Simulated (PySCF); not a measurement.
Orbital gap (eV) of eight silicon and germanium compounds: PBE beside PBE0, computed with PySCF for isolated molecules in the bases named; differences from unrounded values. The eight are the first of their class met in an unordered collection, after screening for sound electronic states; none was chosen by its value. Each molecule has one DFT geometry for both levels.

```csv
molecule,basis,PBE0,PBE,difference
"SiH3Cl, SMILES [SiH3]Cl",def2-TZVPD,8.69,6.49,-2.20
"CH₃F₃Si, SMILES FC[SiH](F)F",def2-TZVP,9.20,6.61,-2.59
"CF6Si, SMILES FC(F)(F)[Si](F)(F)F",def2-TZVP,11.13,8.36,-2.77
"Si(CF3)(Cl)(H)2 (CH₂ClF₃Si), SMILES FC(F)(F)[SiH2]Cl",def2-TZVP,8.90,6.51,-2.39
"C2H6ClFOSi, SMILES C[C@H](O)[Si@H](F)Cl",def2-TZVP,8.82,6.23,-2.59
"C4H8OSi, SMILES C1C(C[SiH]1C)=O",def2-TZVP,6.40,3.84,-2.56
"Si(H)2(OH)(SMe) (CH6OSSi), SMILES O[SiH2]SC",def2-TZVP,7.09,5.01,-2.08
"Cl₂FH₅Si₃, SMILES F[SiH2][SiH2][SiH](Cl)Cl",def2-TZVP,6.91,4.92,-1.99
```

PBE lies below PBE0 in 8 and above it in 0 of the eight; the mean signed difference is -2.40 and the largest -2.77 eV.
